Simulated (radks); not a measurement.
Q: Ionisation of the iodine ion I+, [Kr] 4d10 5s2 5p4, to [Kr] 4d10 5s2 5p3 as the strength of local exchange is varied. Calculated with a radial shooting solver on a logarithmic mesh with Libxc functionals: Dirac Kohn-Sham, Slater X-alpha exchange (alpha = 2/3 is LDA exchange), no correlation, spin-unpolarised, spherical densities, finite nucleus; open shells are shared between the two j in proportion to 2j + 1; Fermi nuclear charge, rms radius 4.75 fm.

| alpha | E(I+) (hartree) | exchange (hartree) | IE (eV) | -e of the level emptied (eV) | <r> of it (bohr) |
|---|---|---|---|---|---|
| 0.554 | -7078.81079 | -140.99557 | 17.483 | 12.715 (5p3/2) | 2.433 |
| 0.664 | -7106.85892 | -169.62623 | 18.767 | 13.893 (5p3/2) | 2.375 |
| 0.667 | -7107.62534 | -170.41001 | 18.803 | 13.926 (5p3/2) | 2.374 |
| 0.72 | -7121.17837 | -184.28247 | 19.438 | 14.511 (5p3/2) | 2.348 |
| 0.88 | -7162.24121 | -226.45690 | 21.417 | 16.344 (5p3/2) | 2.273 |
| ? | -7201.45673 | -266.93308 | 23.379 | 18.177 (5p3/2) | 2.208 |

Which alpha was used in the last row?

A: alpha = 1.032. NIST Atomic Spectra Database: 19.131 eV (measured). The Delta-SCF value meets it near alpha = 0.69. Spin polarisation and multiplet splitting are left out, so open shells lie too high by an amount that depends on their filling. Sharing an open shell by 2j + 1 raises it above the true ground level by a part of the spin-orbit splitting, which enters the differences from NIST.

Beside tabulated values, note that spin-unpolarised runs miss the spin-polarisation part of the exchange energy of open shells.
